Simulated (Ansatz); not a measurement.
Geometry optimisation, Ansatz, RKS PBE-D4/6-31G*.

Input file:

```yaml
crystal:
  periodic: [false, false, false]
  atoms:
    - { symbol: Si, position_ang: [0.203832, 0.055238, -0.225479] }
    - { symbol: H, position_ang: [-0.074621, -0.245993, 1.186766] }
    - { symbol: "N", position_ang: [1.915694, 0.121774, -0.434215] }
    - { symbol: H, position_ang: [2.460694, -0.726177, -0.255675] }
    - { symbol: H, position_ang: [2.26853, 0.607852, -1.261814] }
    - { symbol: Cl, position_ang: [-0.450714, 1.926264, -0.800288] }
    - { symbol: Cl, position_ang: [-0.721056, -1.420396, -1.379151] }
    - { symbol: S, position_ang: [-2.887325, 0.132186, 1.125229] }
    - { symbol: H, position_ang: [-3.160753, -1.191758, 0.983607] }
    - { symbol: H, position_ang: [-1.788082, -0.131788, 1.920819] }
basis:
  gaussian: { orbitals: "6-31G*" }
hamiltonian:
  xc: pbe
  dispersion: d4
relax:
  f_tol: 0.03
  max_steps: 50
output:
  orbitals: {}
```

Command:

```bash
$ ansatz run input.yaml --threads 2 --pin off --max-ram 3072MiB --backend cpu --events-out ev --progress --plain --runs-dir out
```

Where does it end, and by what steps?

The run converged. The force dipped under the threshold on the way, but the program's further checks kept it going. After 45 steps the energy has fallen by 0.261 eV; H9 moved furthest, 1.93 Å.

```
step  energy less start (eV)  largest force component (eV/Å)  accepted
   0                  0.0000                           0.660       yes
   2                 -0.1674                           0.126       yes
   4                 -0.1737                           0.347        no
   6                 -0.1855                           0.063       yes
   8                 -0.1901                           0.426        no
  10                 -0.2021                           0.097       yes
  12                 -0.2096                           0.314       yes
  14                 -0.2194                           0.184       yes
  16                 -0.2326                           0.090       yes
  18                 -0.2345                           0.069       yes
  20                 -0.2367                           0.112       yes
  22                 -0.2377                           0.030       yes
  24                 -0.2392                           0.208       yes
  26                 -0.2414                           0.034       yes
  28                 -0.2418                           0.021       yes
  30                 -0.2437                           0.119       yes
  32                 -0.2466                           0.174       yes
  34                 -0.2497                           0.265       yes
  36                 -0.2555                           0.074       yes
  38                 -0.2566                           0.051       yes
  40                 -0.2593                           0.141       yes
  42                 -0.2608                           0.035       yes
  44                 -0.2612                           0.031       yes
  45                 -0.2613                           0.010       yes
```

```xyz
10
Properties=species:S:1:pos:R:3
Si 0.413 -0.042 -0.132
H 0.390 0.158 1.338
N 2.009 0.182 -0.725
H 2.773 -0.288 -0.237
H 2.176 0.213 -1.731
Cl -0.787 1.343 -1.103
Cl -0.435 -1.921 -0.507
S -3.029 -0.067 1.931
H -3.014 0.724 0.826
H -2.731 -1.174 1.200
```

Whether the end is a true minimum wasn't checked by a vibrational analysis.

The run took 110 s on 2 threads of Arm Neoverse V1, on a shared host, peak memory 0.15 GiB.
